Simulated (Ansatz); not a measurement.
Ansatz (a quantum-chemistry and plane-wave program) input (B3LYP-D3(BJ)/def2-TZVP):

Ansatz 0.2 input:
```yaml
crystal:
  periodic: [false, false, false]
  atoms:
    - {symbol: Sb, position_ang: [0.00461575, -0.01412214, 0.47522233]}
    - {symbol: H, position_ang: [-1.01117011, -1.20619711, -0.15263988]}
    - {symbol: H, position_ang: [-0.54069406, 1.46105078, -0.13424177]}
    - {symbol: H, position_ang: [1.53183785, -0.27728765, -0.19061691]}
basis:
  gaussian:
    orbitals: def2-TZVP
hamiltonian:
  xc: b3lyp
  dispersion: d3bj
total_charge: 1
magnetization: {spin_polarized: true, initial_magnetization: 1}
relax: {f_tol: 0.002, max_steps: 150}
```

End of the output:

```
reference -6578.94942576 eV, -241.7719320246 hartree; 13, 12 occupied and 55, 56 virtual orbitals, 568 factors
relax step   6: F+E_penalty+E_count = -6579.03052340 eV  Δ(F+E_penalty+E_count) = -4.659e-6 eV  max|allowed force component| = 3.190e-6 eV/Å  Δτ_max = 0.0007 Å  (31 SCF iters, accepted)
integrals: 0.01 GiB planned
568 factors; their error is unknown
mean field: 0.18 GiB planned
mean field evaluation 64: about -6578.8098 eV, gradient 7.6e-2 eV
mean field -6578.94921299 eV, -241.7719242053 hartree, gradient 1.2e-5 eV, S^2 0.751143; 1 other end points of the search recorded, 0 dependent functions left out
the calculation of the forces begins
reference -6578.94942576 eV, -241.7719320246 hartree; 13, 12 occupied and 55, 56 virtual orbitals, 568 factors
Total energy: -6579.03073618 eV, -241.7749201274 hartree
Atom 0 at     0.003845    -0.013359     0.413161 Å, force    -0.000001    -0.000001    -0.000003 eV/Å
Atom 1 at    -1.028080    -1.226478    -0.131919 Å, force     0.000003     0.000003     0.000002 eV/Å
Atom 2 at    -0.550766     1.486339    -0.113105 Å, force     0.000002    -0.000003     0.000001 eV/Å
Atom 3 at     1.559591    -0.283059    -0.170413 Å, force    -0.000003     0.000001     0.000001 eV/Å
Dipole moment:    -0.001210     0.000666    -0.065142 e Å
```
